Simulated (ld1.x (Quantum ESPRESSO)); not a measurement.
## tellurium: from the effect back to the setting (TM)

Base potential:

```
Element                 : tellurium
Generator               : ld1.x (Quantum ESPRESSO) 7.5
Type                    : norm-conserving Troullier–Martins (Kleinman–Bylander form)
Functional              : PBE
Relativity              : scalar-relativistic
Frozen core             : [Kr]
Valence charge          : 16
Reference configuration : 4d10 5s2 5p4
Partial waves           : 5s (bound): rc 1.60 bohr; 5p (bound): rc 1.60 bohr; 4d (bound): rc 1.30 bohr; 4f channel at 0.25 Ry: rc 1.35 bohr
Local potential         : the f channel
Core correction         : a·sin(br)/r model core inside 0.85 bohr
```

Cutoffs, loose and tight: the cutoffs (Ry, on a coarse ladder) from which the occupation-weighted sum of valence levels, in a spherical-Bessel basis at the reference potential, stays within 10 and 1 mRy of its value at 400 Ry. They do not see the model core or the augmentation charge, which bear on the density cutoff. Test errors are all-electron minus pseudo excitation energies from the reference, over the configurations 4d10 5s2 5p3; 4d10 5s2 5p2; 4d10 5s2 5p1; 4d10 5s1 5p5; 4d10 5s1 5p4; 4d9 5s2 5p4; 4d10 5s0 5p6; variants that change the core or the reference have their own tests. The largest error is taken over the tests solved by every variant that gives reliable tests at all, those not shown here included: 4d10 5s0 5p6; 4d10 5s1 5p4; 4d10 5s1 5p5; 4d10 5s2 5p1; 4d10 5s2 5p2; 4d10 5s2 5p3.

Only the scale of all radii but the core radius (base = 1) is moved (4 further runs of the sweep failed or gave no value and are left out):

| scale of all radii but the core radius (base = 1) | bound ghosts | largest test error (meV) | median size of the test errors |
| --- | --- | --- | --- |
| 0.75 | p, s | -93 | 12.4 meV |
| 1.08 | s, p | +17 | 3.2 meV |
| 1.16 | s, p | +8.4 | 2.5 meV |
| 1.24 | s, p | -13 | 2.4 meV |

**Question.** One more run gave bound ghosts: s, p; largest test error (meV): -82; median size of the test errors: 11.3 meV. Which value of the scale of all radii but the core radius (base = 1) was used?

**Answer.** 0.85. The median size of the test errors moves one way along this sweep, from 12.4 meV at 0.75 to 2.4 meV at 1.24, which places the run between 0.75 and 1.08.
